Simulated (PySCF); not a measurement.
Dipole response of I⁺ (iodine, charge +1)

[Kr] 4d10 5s2 5p4, high-spin 3P determinant. All numbers are calculated (PySCF 2.14, scalar relativity by spin-free X2C-1e, in aug-cc-pwCVTZ-DK3 (10s9p7d4f1g, 109 functions)). Coupled (time-dependent) response in atomic units; α is the mean over directions.

```json
{"method": "CAM-B3LYP", "mean α (bohr³)": "20.17", "α xx, yy, zz": "19.66, 21.20, 19.66", "C₆ (like pair)": "174.5", "S(−4)": "75.74"}
```

S(−4) is the Cauchy moment in α(ω) = α(0) + S(−4) ω² + …

Spin-orbit coupling is absent.

α(iu) at CAM-B3LYP:

```
u (hartree)  α(iu) (bohr³)
          0          20.17
     0.0500          19.99
      0.100          19.45
      0.200          17.60
      0.300          15.27
      0.500          10.97
      0.750          7.370
       1.00          5.249
       1.50          3.122
       2.00          2.138
       3.00          1.241
       5.00         0.5954
```

A single London oscillator, α(iu) = α/(1 + u²/ω²), gives C₆ = (3/4) ω α². Matching the computed C₆ needs ω = 4 × 174.5 / (3 × 20.17²) = 0.572 hartree.

For an ion, C₆ is the dispersion term alone; charge-induced terms of lower order in 1/R come first.

The components differ because the open shell of this determinant is not spherical; for a pure term their mean is the scalar polarisability.
